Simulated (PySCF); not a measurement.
An unknown is described by computed data only.

Formula: C4H11Al2NO2.

- Valence photoelectron: vertical ionisation energy: 9.81 eV [ΔSCF CAM-B3LYP/def2-SVPD]
- NMR, other nuclei: isotropic shieldings of nuclei other than C and H, by class: -37 (1 N), 348 (2 O), 475 (1 Al), 481 (1 Al) ppm [GIAO HF/pcSseg-1]
- XPS: C1s 291.0, C1s 291.9, C1s 293.3 (×2), N1s 404.3, O1s 539.1 (×2), Al1s 1567.1, Al1s 1567.1 eV [ΔSCF SCAN, pcX-2 on the ionised atom, pcseg-1 elsewhere, spin-free X2C]
- 1H NMR: chemical shifts (computed TMS as zero) by class: 3.81 (1 H), 3.79 (1 H), 3.79 (1 H), 3.74 (6 H), 0.70 (2 H) ppm [GIAO HF/pcSseg-1]
- Triplet: lowest triplet excitation (Tamm–Dancoff): 5.90 eV [TDA CAM-B3LYP/def2-SVPD]
- UV, first state: lowest singlet excitation: 6.35 eV (195 nm, f = 0.001) [TDDFT CAM-B3LYP/def2-SVPD]
- 13C NMR: chemical shifts (computed TMS as zero) by class: 134.0 (1 C), 47.8 (2 C), -8.2 (1 C) ppm [GIAO HF/pcSseg-1]
- Dipole: 4.34 D [CAM-B3LYP/def2-SVPD]
- Rotational structure: rotational constants A, B, C: 1.706, 0.867, 0.640 GHz [PBE0-D3(BJ)/def2-SVP]
- Polarisability: 107.7 au [CAM-B3LYP/def2-SVPD]

The electronic properties come from PySCF, for the isolated species, density fitting. Levels stand in brackets. Geometry: PBE0-D3(BJ)/def2-SVP, one conformer, isolated molecule. NMR values are class means; diastereotopic atoms form classes of their own.

Problem. Give a SMILES that accounts for the data.

Solution. Numbering: `[CH3:1][O+:2]1[AlH2-:3][O+:4]([CH3:5])[AlH-:6]1[CH2:7][C:8]#[N:9]`. 4 carbons fall into 3 classes; from least to most shielded: nitrile carbon [C8] (134.0 ppm), O-methyl carbon [C1/C5] (47.8 ppm, 2 C, up to 2.4 ppm apart in this geometry), sp3 carbon next to a nitrile [C7] (-8.2 ppm). Hydrogen classes from least to most shielded: 1 H on an aluminium bonded to 2 O and 2 H, Al3 (3.81 ppm), 1 H on an aluminium bonded to 2 O and 2 H, Al3 (3.79 ppm), 1 H on an aluminium bonded to C, 2 O and H, Al6 (3.79 ppm), 6 H on 2 O-methyl carbons, C1/C5 (3.74 ppm, a mean of values up to 1.4 ppm apart in this geometry), 2 H on an sp3 carbon next to a nitrile, C7 (0.70 ppm). The other shieldings belong to: -37 ppm, nitrile nitrogen [N9]; 348 ppm, oxygen bonded to 2 Al and C [O2/O4]; 475 ppm, aluminium bonded to 2 O and 2 H [Al3]; 481 ppm, aluminium bonded to C, 2 O and H [Al6]. The core levels belong to: C1s 291.0 eV, sp3 carbon next to a nitrile [C7]; C1s 291.9 eV, nitrile carbon [C8]; C1s 293.3 eV, O-methyl carbon [C1/C5]; N1s 404.3 eV, nitrile nitrogen [N9]; O1s 539.1 eV, oxygen bonded to 2 Al and C [O2/O4]; Al1s 1567.1 eV, aluminium bonded to 2 O and 2 H [Al3]; Al1s 1567.1 eV, aluminium bonded to C, 2 O and H [Al6]. One atom of each topological class was ionised and stands for its class. The first electron is taken from the HOMO, whose largest Löwdin shares are 0.20 on the sp3 carbon next to a nitrile, 0.15 on the nitrile nitrogen, 0.11 on the aluminium bonded to C, 2 O and H and 0.10 on the nitrile carbon. The optimised geometry has point group C1 and is an asymmetric top. Structure: `C[O+]1[AlH2-][O+](C)[AlH-]1[CH2]C#N`. The assignments are read from this structure; whether some other isomer fits the data as well wasn't checked.

The values belong to the conformer `[CH3:1][O+:2]1[AlH2-:3][O+:4]([CH3:5])[AlH-:6]1[CH2:7][C:8]#[N:9]`: O4–Al6–C7–C8 53°.
